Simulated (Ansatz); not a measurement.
```yaml
crystal:
  periodic: [false, false, false]
  atoms:
    - {symbol: C, position_ang: [-0.694736, 0.021050, 1.354213]}
    - {symbol: C, position_ang: [0.108643, -0.835101, 0.386485]}
    - {symbol: C, position_ang: [1.493569, -0.256445, 0.136906]}
    - {symbol: D, position_ang: [-0.988038, -1.143428, -1.519764]}
    - {symbol: N, position_ang: [-1.003294, 0.817997, -1.978931]}
    - {symbol: H, position_ang: [-0.870662, 1.025727, 0.956433]}
    - {symbol: H, position_ang: [-1.674921, -0.410877, 1.580200]}
    - {symbol: H, position_ang: [-0.169376, 0.143439, 2.310634]}
    - {symbol: H, position_ang: [0.220053, -1.837949, 0.815272]}
    - {symbol: H, position_ang: [2.052602, -0.138466, 1.074608]}
    - {symbol: H, position_ang: [2.099262, -0.889468, -0.519513]}
    - {symbol: H, position_ang: [1.441279, 0.732535, -0.329704]}
    - {symbol: H, position_ang: [-1.423752, 1.184846, -2.817968]}
    - {symbol: H, position_ang: [-0.603530, 1.557041, -1.419972]}
basis:
  gaussian: {orbitals: x2c-TZVPPall}
hamiltonian: {xc: {name: revPBE}, dispersion: d3bjatm}
output: {forces: true}
```

```sh
$ ansatz run in.yaml --threads 4 --pin off --events-out ev --progress --plain --max-ram 11315MiB
```

Shortened log:

```
Error: YAML parse error: error: line 7 column 16: `D` is not an element symbol (H … Og, case-exact)
 --> <input>:7:16
5 |     - {symbol: C, position_ang: [0.108643, -0.835101, 0.386485]}
6 |     - {symbol: C, position_ang: [1.493569, -0.256445, 0.136906]}
7 |     - {symbol: D, position_ang: [-0.988038, -1.143428, -1.519764]}
8 |     - {symbol: N, position_ang: [-1.003294, 0.817997, -1.978931]}
9 |     - {symbol: H, position_ang: [-0.870662, 1.025727, 0.956433]}
```

In this input an element symbol is wrong. The input was rejected before any iteration.
